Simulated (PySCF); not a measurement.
Species: GeBr2H2.
SMILES: `[H][Ge]([H])([Br])[Br]`

Computed, not measured: PBE0-D3(BJ)/def2-SVP geometry optimisation, gas phase (PySCF).

Take the most abundant isotopes and a rigid rotor. 

Question: Give the principal moments of inertia and the rotational constants in MHz.

Answer: Ia = 98.30, Ib = 558.20, Ic = 649.77 u·Å²; 505379 MHz·u·Å²/I gives A = 5141, B = 905.4, C = 777.8 MHz.

Question: What kind of rotor is it?

Answer: A near-prolate asymmetric top: κ = (2 × 905.4 − 5141 − 777.8)/(5141 − 777.8) = -0.94.

Question: Is it planar, by Δ = Ic − Ia − Ib?

Answer: Not planar: Δ = Ic − Ia − Ib = -6.72 u·Å². For a rigid frame Δ = −2 Σ m c², so Σ m c² = 3.36 u·Å² lies off the ab plane, practically all of it from hydrogen. The atom farthest from that plane is 1.29 Å away.

Question: Give the other two planar moments, Paa and Pbb, and the rms extents of the mass along the axes.

Answer: Paa = Σ m a² = (Ib + Ic − Ia)/2 = 554.83 and Pbb = Σ m b² = (Ia + Ic − Ib)/2 = 94.94 u·Å². With the mass M = 233.77 u, the rms extents √(P/M) along a, b and c are 1.54, 0.64, 0.12 Å.

Question: Give the coordinates in the principal-axis frame, origin at the centre of mass.

Answer: The sense of each axis is arbitrary; atoms in the order of the calculation.
```csv
atom,mass (u),a (Å),b (Å),c (Å)
Ge1,73.921,0.001,-0.890,0.000
Br2,78.918,-1.876,0.438,0.000
Br3,78.918,1.874,0.439,0.000
H4,1.008,0.005,-1.714,-1.291
H5,1.008,0.006,-1.712,1.292
```

Question: Which types of transition are allowed, and where do some lines up to J = 2 fall?

Answer: The dipole components are |μa| = 0.00 D, |μb| = 1.74 D, |μc| = 0.00 D; the symmetry axis of this C2v structure is b, so μa and μc vanish by symmetry and there are no a-type or c-type lines. Some lines, for components of 0.1 D or more:

```csv
type,branch,"J(Ka,Kc)",MHz,lower level (cm⁻¹)
b,Q,"1(1,0) ← 1(0,1)",4363,0.056
b,Q,"2(1,1) ← 2(0,2)",4494,0.168
b,R,"1(1,1) ← 0(0,0)",5919,0.000
b,R,"2(1,2) ← 1(0,1)",7474,0.056
b,Q,"2(2,0) ← 2(1,1)",12710,0.318
b,Q,"2(2,1) ← 2(1,2)",13090,0.305
b,R,"2(2,1) ← 1(1,0)",16201,0.202
b,R,"2(2,0) ← 1(1,1)",16331,0.197
```

No frequency check. No vibrational averaging or centrifugal distortion is included, and the geometry carries the error of its method. Quadrupole hyperfine structure (79Br) is left out.
